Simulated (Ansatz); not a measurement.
A short molecular-dynamics run on DyCl₃.

```yaml
crystal:
  periodic: [false, false, false]
  atoms:
    - {symbol: Dy, position_ang: [0.008577, -0.000424, 0.108527]}
    - {symbol: Cl, position_ang: [2.440204, -0.022837, -0.003293]}
    - {symbol: Cl, position_ang: [-1.204735, 2.100689, -0.046948]}
    - {symbol: Cl, position_ang: [-1.244046, -2.077428, -0.058286]}
basis:
  gaussian: {orbitals: def2-SVP}
magnetization: {spin_polarized: true, initial_magnetization: 5}
hamiltonian: {xc: {name: PBE}}
md: {timestep: 0.5 fs, n_steps: 20, ensemble: nve, temperature: 700, initial_velocities: maxwell_boltzmann, seed: 656}
scf: {omitted_lower_state_checks: [starts]}
```

```sh
$ ansatz run in.yaml --threads 4 --pin off --events-out ev --progress --plain --max-ram 8704MiB
```

```csv
step,time (fs),potential energy (eV),kinetic (eV),T (K),conserved (eV)
0,0.0,-61616.8074,0.1810,700,-61616.6264
1,0.5,-61616.8075,0.1811,701,-61616.6264
2,1.0,-61616.8076,0.1812,701,-61616.6264
3,1.5,-61616.8076,0.1812,701,-61616.6264
4,2.0,-61616.8075,0.1811,700,-61616.6264
5,2.5,-61616.8073,0.1809,700,-61616.6264
6,3.0,-61616.8070,0.1806,698,-61616.6264
7,3.5,-61616.8066,0.1802,697,-61616.6264
8,4.0,-61616.8061,0.1797,695,-61616.6264
9,4.5,-61616.8056,0.1792,693,-61616.6264
10,5.0,-61616.8050,0.1786,691,-61616.6264
11,5.5,-61616.8043,0.1779,688,-61616.6264
12,6.0,-61616.8035,0.1771,685,-61616.6264
13,6.5,-61616.8027,0.1763,682,-61616.6264
14,7.0,-61616.8018,0.1754,679,-61616.6264
15,7.5,-61616.8009,0.1745,675,-61616.6264
16,8.0,-61616.7999,0.1735,671,-61616.6264
17,8.5,-61616.7989,0.1725,667,-61616.6264
18,9.0,-61616.7978,0.1714,663,-61616.6264
19,9.5,-61616.7966,0.1702,659,-61616.6264
20,10.0,-61616.7955,0.1691,654,-61616.6264
```

Velocities are drawn at the set temperature; a run this short doesn't reach equilibrium.

In the def2 sets Dy takes a core potential; there is no spin–orbit coupling. With an open 4f shell the SCF may have ended on a state above the lowest.

Frames (Å, forces in eV/Å):

```xyz
4
time=0.0 fs
Dy    0.009    0.000    0.109    0.030    0.000    0.000
Cl    2.440   -0.023   -0.003    0.202   -0.002    0.004
Cl   -1.205    2.101   -0.047   -0.115    0.162   -0.002
Cl   -1.244   -2.077   -0.058   -0.118   -0.160   -0.003
4
time=0.5 fs
Dy    0.009   -0.002    0.108    0.024    0.042   -0.001
Cl    2.441   -0.020   -0.003    0.202   -0.004    0.004
Cl   -1.205    2.102   -0.047   -0.101    0.138    0.000
Cl   -1.246   -2.076   -0.058   -0.125   -0.175   -0.004
4
time=1.0 fs
Dy    0.009   -0.003    0.108    0.019    0.083   -0.001
Cl    2.441   -0.017   -0.003    0.202   -0.006    0.004
Cl   -1.205    2.103   -0.047   -0.088    0.114    0.002
Cl   -1.248   -2.074   -0.057   -0.133   -0.191   -0.005
4
time=1.5 fs
Dy    0.009   -0.004    0.108    0.013    0.124   -0.002
Cl    2.441   -0.014   -0.002    0.202   -0.008    0.004
Cl   -1.204    2.104   -0.047   -0.075    0.090    0.004
Cl   -1.249   -2.073   -0.057   -0.141   -0.206   -0.006
4
time=2.0 fs
Dy    0.010   -0.006    0.108    0.008    0.164   -0.003
Cl    2.442   -0.011   -0.002    0.202   -0.010    0.004
Cl   -1.204    2.106   -0.047   -0.062    0.066    0.006
Cl   -1.251   -2.071   -0.057   -0.148   -0.221   -0.007
4
time=2.5 fs
Dy    0.010   -0.007    0.108    0.003    0.204   -0.004
Cl    2.442   -0.008   -0.001    0.201   -0.012    0.004
Cl   -1.204    2.107   -0.047   -0.049    0.043    0.008
Cl   -1.253   -2.070   -0.056   -0.155   -0.236   -0.008
4
time=3.0 fs
Dy    0.010   -0.008    0.107   -0.002    0.244   -0.004
Cl    2.442   -0.005   -0.001    0.201   -0.014    0.004
Cl   -1.204    2.108   -0.047   -0.036    0.020    0.009
Cl   -1.255   -2.068   -0.056   -0.163   -0.250   -0.009
4
time=3.5 fs
Dy    0.011   -0.009    0.107   -0.006    0.284   -0.005
Cl    2.443   -0.002   -0.001    0.200   -0.016    0.004
Cl   -1.204    2.109   -0.046   -0.024   -0.004    0.011
Cl   -1.257   -2.067   -0.055   -0.170   -0.264   -0.010
4
time=4.0 fs
Dy    0.011   -0.011    0.107   -0.010    0.322   -0.006
Cl    2.443    0.001    0.000    0.198   -0.018    0.004
Cl   -1.204    2.111   -0.046   -0.011   -0.027    0.013
Cl   -1.258   -2.065   -0.055   -0.177   -0.278   -0.011
4
time=4.5 fs
Dy    0.011   -0.012    0.107   -0.014    0.361   -0.007
Cl    2.444    0.004    0.000    0.197   -0.019    0.004
Cl   -1.204    2.112   -0.046    0.001   -0.049    0.015
Cl   -1.260   -2.064   -0.054   -0.184   -0.292   -0.012
4
time=5.0 fs
Dy    0.011   -0.013    0.107   -0.017    0.399   -0.008
Cl    2.444    0.007    0.000    0.195   -0.021    0.005
Cl   -1.204    2.113   -0.046    0.014   -0.072    0.016
Cl   -1.262   -2.062   -0.054   -0.191   -0.306   -0.013
4
time=5.5 fs
Dy    0.012   -0.014    0.106   -0.021    0.436   -0.009
Cl    2.445    0.010    0.001    0.193   -0.023    0.005
Cl   -1.204    2.114   -0.046    0.026   -0.094    0.018
Cl   -1.264   -2.061   -0.053   -0.198   -0.319   -0.014
4
time=6.0 fs
Dy    0.012   -0.016    0.106   -0.023    0.473   -0.009
Cl    2.445    0.013    0.001    0.191   -0.025    0.005
Cl   -1.204    2.116   -0.046    0.037   -0.116    0.020
Cl   -1.266   -2.059   -0.053   -0.205   -0.331   -0.015
4
time=6.5 fs
Dy    0.012   -0.017    0.106   -0.026    0.508   -0.010
Cl    2.446    0.016    0.001    0.188   -0.027    0.005
Cl   -1.204    2.117   -0.046    0.049   -0.138    0.021
Cl   -1.268   -2.058   -0.053   -0.211   -0.344   -0.016
4
time=7.0 fs
Dy    0.013   -0.018    0.106   -0.029    0.544   -0.011
Cl    2.446    0.019    0.002    0.186   -0.029    0.005
Cl   -1.204    2.118   -0.046    0.061   -0.159    0.023
Cl   -1.270   -2.057   -0.052   -0.217   -0.356   -0.017
4
time=7.5 fs
Dy    0.013   -0.019    0.106   -0.031    0.578   -0.012
Cl    2.447    0.022    0.002    0.183   -0.031    0.005
Cl   -1.204    2.119   -0.046    0.072   -0.180    0.024
Cl   -1.272   -2.055   -0.052   -0.223   -0.367   -0.018
4
time=8.0 fs
Dy    0.013   -0.020    0.105   -0.033    0.612   -0.013
Cl    2.447    0.025    0.003    0.179   -0.032    0.005
Cl   -1.204    2.120   -0.046    0.083   -0.201    0.026
Cl   -1.274   -2.054   -0.051   -0.229   -0.379   -0.018
4
time=8.5 fs
Dy    0.014   -0.022    0.105   -0.035    0.645   -0.014
Cl    2.448    0.028    0.003    0.176   -0.034    0.005
Cl   -1.203    2.122   -0.046    0.094   -0.221    0.027
Cl   -1.275   -2.053   -0.051   -0.235   -0.389   -0.019
4
time=9.0 fs
Dy    0.014   -0.023    0.105   -0.037    0.677   -0.015
Cl    2.448    0.031    0.003    0.172   -0.036    0.006
Cl   -1.203    2.123   -0.046    0.105   -0.241    0.029
Cl   -1.277   -2.051   -0.050   -0.241   -0.400   -0.020
4
time=9.5 fs
Dy    0.014   -0.024    0.105   -0.038    0.708   -0.016
Cl    2.449    0.034    0.004    0.169   -0.038    0.006
Cl   -1.203    2.124   -0.046    0.115   -0.261    0.030
Cl   -1.279   -2.050   -0.050   -0.246   -0.410   -0.020
4
time=10.0 fs
Dy    0.014   -0.025    0.105   -0.039    0.738   -0.017
Cl    2.449    0.037    0.004    0.165   -0.040    0.006
Cl   -1.203    2.125   -0.045    0.125   -0.280    0.032
Cl   -1.281   -2.049   -0.050   -0.251   -0.419   -0.021
```

It took 6.5 min on 4 threads of Intel Xeon 6975P-C on a shared host.
